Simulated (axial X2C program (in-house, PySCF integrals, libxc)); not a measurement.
**Spectroscopic constants of CoN in the non-relativistic limit (speed of light times 100)**

Calculated with an axial X2C code built on PySCF integrals. The Hamiltonian is the X2C one with the speed of light multiplied by 100, which is the non-relativistic limit. Basis: Co dyall-v3z [9s9p6d3f2g], N dyall-v3z [6s6p2d1f] (cores contracted in-house); Gaussian nuclei, density fitting, unrestricted open shells. Masses: Co 58.933 u, N 14.003 u.

Input:
```json
{
 "zs": [
  27,
  7
 ],
 "q": 0,
 "bas": [
  "dyall-v3z",
  "dyall-v3z"
 ],
 "levels": [
  "PBE0",
  "HF",
  "TPSS",
  "BP86"
 ],
 "cc": false,
 "r0": 1.63,
 "npts": 10,
 "nst": 2,
 "ntry": 6,
 "opt": {
  "cfac": 100
 }
}
```
```bash
python so2c.py task.json out
```

Keys: zs atomic numbers; q charge; bas basis sets; levels methods; cc coupled cluster on or off; r0 starting distance in Å; npts points on the curve; nst determinants followed; ntry starts of the search; cfac factor on the speed of light (100 gives the non-relativistic limit). HF also brings MP2.

State, non-rel.: M_S = 2, Λ = 2 (beyond evenly filled blocks: σα, π+α, π-α, δ+α, δ+β, δ-α); electrons by block: σα: 9, σβ: 8, π+α: 4, π+β: 3, π-α: 4, π-β: 3, δ+α: 1, δ+β: 1, δ-α: 1. Fragments: Co + N.

```tsv
Hamiltonian	level	Re (Å)	ωe (cm⁻¹)	ωexe (cm⁻¹)	Be (cm⁻¹)	De (eV)	D0 (eV)	k (mdyn/Å)	μ (D)
non-rel.	TPSS	1.614	839.7	8.09	0.5721	3.28	3.23	4.7	-3.73
non-rel.	BP86	1.610	870.4	6.61	0.5751	3.77	3.72	5.05	-3.60
```

Dipoles are positive if N is the positive end.

Occupations by symmetry block were frozen at the best pattern of an incomplete PBE0 search. De is counted from the lowest determinant-based energies of the atoms at the same level, without counterpoise correction. PBE0 can misorder states that lie within some tenths of an eV, so this need not be the ground state of the molecule. The nearest other spin-free determinant of the search, M_S = 1, Λ = 1, lies 0.74 eV up at the distance of the search. The functionals have no current-density term, which raises determinants with orbital currents, atoms included. At some level and bond length an empty orbital lies below a filled one.

No reliable constants came from HF (non-rel.), MP2 (non-rel.), PBE0 (non-rel.): no minimum in range, unconverged points, a curve that is not smooth, a change of character along it.

Rough cost a point (non-rel.) on 1 thread(s) of a shared host, integrals apart: TPSS 2.2 s, BP86 1 s.

The whole task took 2 min on 1 thread of Arm Neoverse N1 (shared host).
